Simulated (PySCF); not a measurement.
This PySCF input asks for the NMR shieldings of `O1[C@@H](CF)C[SiH2]CC1`, C5H11FOSi; the geometry comes from GFN2-xTB.

```python
import basis_set_exchange as bse
import numpy as np
from pyscf import gto, dft
from pyscf.prop import nmr

atoms = """
F     3.277204    0.180733   -0.554398
C     2.333183    0.821051    0.206742
C     0.927221    0.382878   -0.211025
C     0.703251   -1.104963    0.063281
Si   -1.091757   -1.561424   -0.361847
C    -2.046457   -0.076804    0.349892
C    -1.286538    1.214000    0.039823
O     0.043712    1.216824    0.510072
H     2.462898    1.896364    0.054864
H     2.524742    0.563730    1.252438
H     0.813625    0.574174   -1.292629
H     1.431684   -1.677126   -0.509293
H     0.901391   -1.288923    1.120745
H    -1.491749   -2.819999    0.267954
H    -1.268487   -1.615846   -1.818991
H    -3.054677    0.007705   -0.053083
H    -2.137978   -0.169833    1.432826
H    -1.755243    2.066510    0.540730
H    -1.295828    1.400203   -1.045564
"""
names = dict.fromkeys(["F", "C", "Si", "O", "H"], "pcSseg-1")
basis = {el: gto.basis.parse(bse.get_basis(n, elements=[el], fmt="nwchem")) for el, n in names.items()}
mol = gto.M(atom=atoms, basis=basis, charge=0, verbose=0)
mf = dft.RKS(mol, xc="PBE0")
mf.grids.level = 2
mf.grids.alignment = dft.numint.BLKSIZE   # the property module wants whole blocks of grid points
mf.conv_tol = 1e-9
mf.kernel()

calc = nmr.RKS(mf)   # GIAO
C = mf.mo_coeff
Co = C[:, mf.mo_occ > 0]
resp = mf.gen_response(singlet=True, hermi=2)
def vind(x):   # induced exchange potential for any number of trial vectors
    d = np.einsum("pi,xij,qj->xpq", C, 2 * x.reshape(-1, C.shape[1], Co.shape[1]), Co, optimize=True)
    return np.einsum("xpq,pi,qj->xij", resp(d - d.transpose(0, 2, 1)), C, Co, optimize=True).ravel()
mo1, _ = nmr.rhf.solve_mo1(calc, with_cphf=vind)
sigma = calc.kernel(mo1)
for i, s in enumerate(sigma):   # ppm
    print("%2d %-2s %9.2f" % (i, mol.atom_pure_symbol(i), np.trace(s) / 3))
```

Task: What does it print?

Result: 
```
 0 F     433.90
 1 C      95.74
 2 C     106.72
 3 C     172.80
 4 Si    401.99
 5 C     175.62
 6 C     114.65
 7 O     274.77
 8 H      26.86
 9 H      27.49
10 H      28.23
11 H      30.51
12 H      31.14
13 H      27.42
14 H      27.43
15 H      31.18
16 H      30.57
17 H      27.11
18 H      28.07
```

These numbers come from an equivalent density-fitted implementation of the same equations, which agrees with the script to about 0.01 ppm for H and up to a few tenths of a ppm for heavy atoms, so last digits may differ.

Task: Turn these shieldings into chemical shifts. Referencing at the same level of theory: CFCl3 for ¹⁹F (170.95 ppm); ¹³C (186.93 ppm), ²⁹Si (349.16 ppm), ¹H (31.72 ppm) against TMS; ¹⁷O (336.08 ppm) vs H2O.

Result: Averaging equivalent atoms: F 0: -263.0; C 1: 91.2; C 2: 80.2; C 6: 72.3; C 3: 14.1; C 5: 11.3; Si 4: -52.8; O 7: 61.3; H 8: 4.86; H 17: 4.60; H 13: 4.30; H 14: 4.28; H 9: 4.22; H 18: 3.64; H 10: 3.49; H 11: 1.21; H 16: 1.15; H 12: 0.58; H 15: 0.54 ppm. Unscaled 19F shifts against computed CFCl3 carry errors that often reach 10 to 50 ppm. Experimental scales use liquid or dissolved standards, which lie at an offset from isolated H2O (liquid H2O: subtract about 36 ppm).

Size and cost of the density-fitted run: 198 basis functions, 53 s wall time on 1 thread of an Intel Xeon, shared host; peak memory 0.88 GiB.
